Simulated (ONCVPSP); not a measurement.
gadolinium: one change to an ONCV potential, before and after

```
Element                 : Gd
Generator               : ONCVPSP 4.0.1
Type                    : optimised norm-conserving Vanderbilt (ONCV)
Functional              : PBE
Relativity              : scalar-relativistic
Frozen core             : [Kr] 4d10
Valence charge          : 18
Reference configuration : 4f7 5s2 5p6 5d1 6s1 (charge +1)
Partial waves           : 5s+6s: rc 2.45 bohr, ncon 3, nbas 6, qcut 5.7 1/bohr, 2 projectors; 5p: rc 1.75 bohr, ncon 3, nbas 7, qcut 4.1 1/bohr, 3 projectors, debl 1.3 Ha; 5d: rc 2.80 bohr, ncon 4, nbas 8, qcut 4.6 1/bohr, 1 projector; 4f: rc 1.25 bohr, ncon 3, nbas 8, qcut 14.5 1/bohr, 1 projector
Local potential         : polynomial inside 0.95 bohr (lpopt 5, dvloc0 -1 Ha)
Core correction         : polynomial model core, fcfact 0.6
```

Change: all radii but the core radius scaled by about 1.07 (s 2.62, p 1.88, d 3.00, f 1.34 bohr); local potential polynomial inside 1.02 bohr (lpopt 5, dvloc0 -1 Ha).

Cutoffs: the cutoffs (Ha) at which the residual kinetic energy of the hardest occupied pseudo-wave falls to 1 and 0.1 mHa per electron; they do not see the model core or the augmentation charge, which bear on the density cutoff. Errors are all-electron minus pseudo energies relative to the spin-unpolarised reference configuration.

**Question.** Predict the effect on cutoff, ghosts and configuration errors.

**Answer.** The potential gets neither clearly harder nor softer (84 Ha and 92 Ha → 80 Ha and 89 Ha); both files keep a bound ghost (s); the lowest positive-energy flag moves from d at 58.1 eV to p at 176.3 eV; of the 3 tests that both files solve, the error grows in 2 and shrinks in 0 by more than 15 % and 0.3 meV (median size 2.6 → 4.8 meV).

| quantity | base | changed |
| --- | --- | --- |
| cutoff, loose | 84 Ha | 80 Ha |
| cutoff, tight | 92 Ha | 89 Ha |
| loose cutoff by channel | s 9.4 Ha, p 13 Ha, d 7.7 Ha, f 84 Ha | s 7.7 Ha, p 7.0 Ha, d 7.3 Ha, f 80 Ha |
| bound ghosts | s | s |
| GHOST(+) flags under 300 eV | d at 58.1 eV, p at 166.6 eV | p at 176.3 eV |
| tests counted as reliable (solved cleanly; for ONCVPSP, near-neutral configurations with less than one 5d electron left out) | 3 of 4 | 3 of 4 |
| error for 4f7 5s2 5p6 5d1 6s2, meV [ΔE -6.65 eV] | +1.2 | +1.0 |
| error for 4f7 5s2 5p6 5d1 6s0, meV [ΔE 12.10 eV] | -4.1 | -4.8 |
| error for 4f7 5s2 5p6 5d0 6s0, meV [ΔE 31.93 eV] | -2.6 | +5.5 |
| rms error of d²Exc/dni dnj with the model core, mHa | 1.89 | 2.19 |

Base: Tests not counted: 4f7 5s2 5p6 5d0 6s2 (all-electron energy unsafe for a near-neutral lanthanide with less than one 5d electron, printed error -7.0 meV). Changed file: Tests not counted: 4f7 5s2 5p6 5d0 6s2 (all-electron energy unsafe for a near-neutral lanthanide with less than one 5d electron, printed error -4.9 meV). A true bound ghost makes a file unfit for plane-wave use even where its test errors are small: the radial tests pick states by their node count and pass the ghost by.
